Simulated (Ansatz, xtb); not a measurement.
## Two structures of CH2AlGe

We compare I, a doublet given by its coordinates, with II, `[CH]1=[Ge][AlH]1`, a doublet. Both are isolated molecules in the gas phase, relaxed with B3LYP-D3(BJ)/def2-SVP.

I (Å):

```json
{"atom": "C", "x (Å)": "-0.4493", "y (Å)": "-0.0320", "z (Å)": "-0.1110"}
{"atom": "Al", "x (Å)": "1.3174", "y (Å)": "0.3253", "z (Å)": "-1.0169"}
{"atom": "Ge", "x (Å)": "-1.5273", "y (Å)": "-1.6537", "z (Å)": "-0.3878"}
{"atom": "H", "x (Å)": "-0.1181", "y (Å)": "0.0792", "z (Å)": "0.9444"}
{"atom": "H", "x (Å)": "-0.9851", "y (Å)": "0.8897", "z (Å)": "-0.4262"}
```

Close contacts (Å): C1–Al2 2.02, C1–Ge3 1.97, C1–H4 1.11, C1–H5 1.11.

II (Å):

```xyz
5

C    -1.4690   -0.7991    1.1853
Al   -2.0568    0.9895    1.2238
Ge   -0.8621   -0.4498    2.9017
H    -1.4964   -1.6230    0.4613
H    -2.7616    2.2265    0.5436
```

Energies in hartree; the thermal terms are from B3LYP-D3(BJ)/def2-SVP harmonic frequencies (ideal gas, rigid rotor, one conformer each, 298.15 K, 1 atm) and include the zero-point energy:

|  | I | II |
| --- | --- | --- |
| E, CCSD(T)/def2-SVP | −2356.300478 | −2356.295516 |
| zero-point energy | 0.023180 | 0.020267 |
| H(298 K) − E | 0.028757 | 0.025700 |
| G(298 K) − E | −0.006077 | −0.008310 |

Task: Work out ΔE, ΔE₀, ΔH and ΔG for I → II in kJ/mol (1 Eh = 2625.50 kJ/mol) and the equilibrium ratio [II]/[I].

Result: 1. ΔE = −2356.295516 − (−2356.300478) = +0.004962 Eh = +13.03 kJ/mol.
2. ΔE₀ = ΔE + ΔZPE = +0.004962 + (−0.002913) Eh = +5.38 kJ/mol.
3. ΔH = ΔE + (−0.003057) Eh = +5.00 kJ/mol.
4. ΔG = ΔE + (−0.002233) Eh = +7.16 kJ/mol, so ΔS = (ΔH − ΔG)/T = −7.3 J/(mol K).
5. kT = 0.9442 mEh, so K = [II]/[I] = exp(−ΔG/kT) = exp(−2.89) ≈ 0.056.

Structure I is favoured at this temperature. An error of 4 kJ/mol in ΔG would change K by a factor of 5. Mirror images and further conformers aren't counted.

Other levels gave ΔE = +17.5 (B3LYP-D3(BJ)/def2-SVP); +53.0 (HF/def2-SVP); +3.9 (MP2/def2-SVP) kJ/mol. Open shells are spin-unrestricted, with notable spin contamination. The correlated steps freeze 15 core orbitals; the filled d shell of Ge is correlated, in a basis made for valence electrons. Programs: Ansatz 0.2.0.
